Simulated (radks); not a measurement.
Values are calculated unless marked as measured or tabulated.
Q: These are the eigenvalues of the occupied orbitals of an atom or ion with whole-number occupations (eV). Code: a radial shooting solver on a logarithmic mesh with Libxc functionals. Model: scalar-relativistic Kohn-Sham, SCAN, spin-polarised, spherical densities, finite nucleus; meta-GGA in the generalised Kohn-Sham scheme; Fermi nuclear charge, rms radius of each element as measured or else 0.836 A^(1/3) + 0.57 fm.

| orbital | eigenvalue |
|---|---|
| 1s down | -11804.73 |
| 1s up | -11804.73 |
| 2s down | -1551.808 |
| 2s up | -1551.796 |
| 2p down | -1364.818 |
| 2p up | -1364.809 |
| 3s down | -246.8877 |
| 3s up | -246.8763 |
| 3p down | -188.1441 |
| 3p up | -188.1381 |
| 3d up | -91.8261 |
| 3d down | -91.7928 |
| 4f up | -13.3123 |

Which element is it, and in what charge state? The configuration may be excited. Open shells, if any, are filled with parallel spins first.

A: Z = 33, arsenic, charge +3: As3+ in [Ar] 3d10 4f2. The list shows which subshells hold electrons but not how many an open one holds; the 1s level, -433.82 hartree, gives Z - s = 29.5 by -(Z - s)^2/2, which with screening and relativity narrows Z to a few neighbours, and the depths of the outer levels then fix element, charge and occupations together.
